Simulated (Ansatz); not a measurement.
## Molecular dynamics of F2GeH2O

Input:

```yaml
crystal:
  periodic: [false, false, false]
  atoms:
    - { symbol: Ge, position_ang: [-0.156252, 0.107611, -0.010759] }
    - { symbol: O, position_ang: [-0.477967, 0.221688, 1.692435] }
    - { symbol: H, position_ang: [-0.208839, -0.577228, 2.187169] }
    - { symbol: F, position_ang: [1.518791, -0.192934, -0.25768] }
    - { symbol: H, position_ang: [-0.622893, 1.365516, -0.734534] }
    - { symbol: F, position_ang: [-0.89944, -1.312153, -0.63453] }
basis:
  gaussian: { orbitals: def2-SVP }
hamiltonian:
  xc: lda
md:
  timestep: 0.5
  n_steps: 300
  ensemble: nve
  temperature: 300.0
  initial_velocities: maxwell_boltzmann
  seed: 318038
```

Launched with:

```bash
$ ansatz run input.yaml --threads 1 --pin off --max-ram 2048MiB --backend cpu --events-out ev --progress --plain --runs-dir out
```

It starts from a relaxed structure.

Output, in part (step lines, the closing report, with atoms numbered from 0):

```
md step     0: t =     0.00 fs  T =   300.0 K  F+E_penalty+E_count = -63885.75679014 eV  E_kin = 0.155112 eV  conserved = -63885.60167815 eV  (26 SCF iters)
md step     1: t =     0.50 fs  T =   292.4 K  F+E_penalty+E_count = -63885.75273967 eV  E_kin = 0.151199 eV  conserved = -63885.60154100 eV  (25 SCF iters)
md step     2: t =     1.00 fs  T =   272.9 K  F+E_penalty+E_count = -63885.74240887 eV  E_kin = 0.141123 eV  conserved = -63885.60128614 eV  (26 SCF iters)
md step     3: t =     1.50 fs  T =   248.8 K  F+E_penalty+E_count = -63885.72966583 eV  E_kin = 0.128640 eV  conserved = -63885.60102615 eV  (26 SCF iters)
md step     4: t =     2.00 fs  T =   227.6 K  F+E_penalty+E_count = -63885.71855106 eV  E_kin = 0.117704 eV  conserved = -63885.60084755 eV  (26 SCF iters)
md step     5: t =     2.50 fs  T =   214.8 K  F+E_penalty+E_count = -63885.71187403 eV  E_kin = 0.111076 eV  conserved = -63885.60079822 eV  (26 SCF iters)
md step     6: t =     3.00 fs  T =   211.8 K  F+E_penalty+E_count = -63885.71041438 eV  E_kin = 0.109526 eV  conserved = -63885.60088844 eV  (27 SCF iters)
md step     7: t =     3.50 fs  T =   216.0 K  F+E_penalty+E_count = -63885.71275223 eV  E_kin = 0.111661 eV  conserved = -63885.60109098 eV  (26 SCF iters)
[... lines left out ...]
md step   297: t =   148.50 fs  T =   123.6 K  F+E_penalty+E_count = -63885.66487820 eV  E_kin = 0.063927 eV  conserved = -63885.60095108 eV  (27 SCF iters)
md step   298: t =   149.00 fs  T =   118.5 K  F+E_penalty+E_count = -63885.66197229 eV  E_kin = 0.061287 eV  conserved = -63885.60068507 eV  (26 SCF iters)
md step   299: t =   149.50 fs  T =   127.5 K  F+E_penalty+E_count = -63885.66659855 eV  E_kin = 0.065898 eV  conserved = -63885.60070047 eV  (27 SCF iters)
md step   300: t =   150.00 fs  T =   149.9 K  F+E_penalty+E_count = -63885.67850778 eV  E_kin = 0.077509 eV  conserved = -63885.60099916 eV  (27 SCF iters)
Total energy: -63885.67853476 eV, -2347.7553828843 hartree
Atom 0 at    -0.163284     0.081757    -0.000849 Å, force     0.614258     1.203748     0.131400 eV/Å
Atom 1 at    -0.449815     0.266472     1.697072 Å, force    -0.497226     1.154191    -0.923066 eV/Å
Atom 2 at    -0.256145    -0.416396     2.324404 Å, force     0.405843    -1.213880     0.790662 eV/Å
Atom 3 at     1.526768    -0.172985    -0.261428 Å, force    -0.282754    -0.035139     0.042726 eV/Å
Atom 4 at    -0.668347     1.354940    -0.715385 Å, force     0.143116    -0.247338     0.162275 eV/Å
Atom 5 at    -0.899318    -1.278948    -0.680869 Å, force    -0.383237    -0.861581    -0.203996 eV/Å
Dipole moment:    -0.138807     0.085161     0.239764 e Å
```

The steps, from the saved trajectory:

| time (fs) | T (K) | potential energy less start (eV) | conserved less start (meV/atom) |
| --- | --- | --- | --- |
| 0.0 | 300 | 0.000 | 0.00 |
| 5.0 | 209 | 0.047 | 0.02 |
| 10.0 | 86 | 0.111 | 0.10 |
| 15.0 | 137 | 0.085 | 0.11 |
| 20.0 | 180 | 0.063 | 0.14 |
| 25.0 | 124 | 0.092 | 0.16 |
| 30.0 | 65 | 0.122 | 0.11 |
| 35.0 | 100 | 0.104 | 0.04 |
| 40.0 | 178 | 0.063 | 0.02 |
| 45.0 | 193 | 0.056 | 0.03 |
| 50.0 | 154 | 0.076 | 0.06 |
| 55.0 | 140 | 0.083 | 0.12 |
| 60.0 | 160 | 0.073 | 0.15 |
| 65.0 | 150 | 0.078 | 0.15 |
| 70.0 | 177 | 0.064 | 0.09 |
| 75.0 | 197 | 0.054 | 0.06 |
| 80.0 | 166 | 0.070 | 0.03 |
| 85.0 | 124 | 0.091 | 0.03 |
| 90.0 | 160 | 0.073 | 0.06 |
| 95.0 | 170 | 0.068 | 0.08 |
| 100.0 | 88 | 0.110 | 0.15 |
| 105.0 | 66 | 0.122 | 0.17 |
| 110.0 | 118 | 0.095 | 0.13 |
| 115.0 | 209 | 0.047 | 0.03 |
| 120.0 | 189 | 0.057 | 0.03 |
| 125.0 | 146 | 0.080 | 0.04 |
| 130.0 | 202 | 0.051 | 0.03 |
| 135.0 | 199 | 0.053 | 0.10 |
| 140.0 | 120 | 0.094 | 0.15 |
| 145.0 | 90 | 0.110 | 0.15 |
| 150.0 | 150 | 0.078 | 0.11 |

All steps were run. The conserved energy stayed within 0.18 meV per atom of its start (net change 0.11 meV per atom), so the integration is sound. Over the second half the temperature averaged 0.49 of the 300 K drawn at the start: a run that starts near a minimum puts about half its kinetic energy into the potential. A run of 0.15 ps of so small a system gives no equilibrium averages.

The same pairs are bonded in the first frame and the last. Pairs count as bonded within 1.25 times the sum of covalent radii (0.12 Å more for H–H).

Last frame:

```xyz
6
Properties=species:S:1:pos:R:3
Ge -0.163 0.082 -0.001
O -0.450 0.267 1.697
H -0.256 -0.416 2.324
F 1.527 -0.173 -0.261
H -0.668 1.355 -0.715
F -0.899 -1.279 -0.681
```

Time of the run: 9.6 min on 1 thread of Arm Neoverse N1, with other jobs on the host, peak memory 0.14 GiB.
